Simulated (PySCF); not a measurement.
Molecule: sum formula BNH2Cl (charge 0, doublet). It need not be the lowest isomer of its formula. SMILES: N[B]Cl
Coordinates optimised at B3LYP-D3(BJ)/def2-TZVP (Ansatz):
```xyz
5

B     -0.2515     0.3056     0.6950
Cl     0.9694    -0.3572    -0.3771
N     -1.5741     0.4886     0.3556
H     -1.9552     0.2527    -0.5517
H     -2.2474     0.8722     0.9975
```
Charge 0, spin multiplicity 2.

Dispersion corrections to the total energy (kcal/mol) from the dftd3 and dftd4 libraries through PySCF: D3(BJ) without and D4 with the three-body term, each with the damping fitted for the functional named.

| functional | D3(BJ) | D4 |
|---|---|---|
| B2GP-PLYP | … | -0.72 |
| CAM-B3LYP | -1.44 | -1.46 |
| revPBE | -4.79 | -5.79 |
| BHLYP | -2.66 | -2.13 |
| BLYP | -4.08 | -3.99 |
| BP86 | -3.01 | … |
| PBE0 | … | -1.45 |

Task: What belongs in the gaps?

Result: 
- B2GP-PLYP, D3(BJ): -1.33
- BP86, D4: -2.31
- PBE0, D3(BJ): -1.59
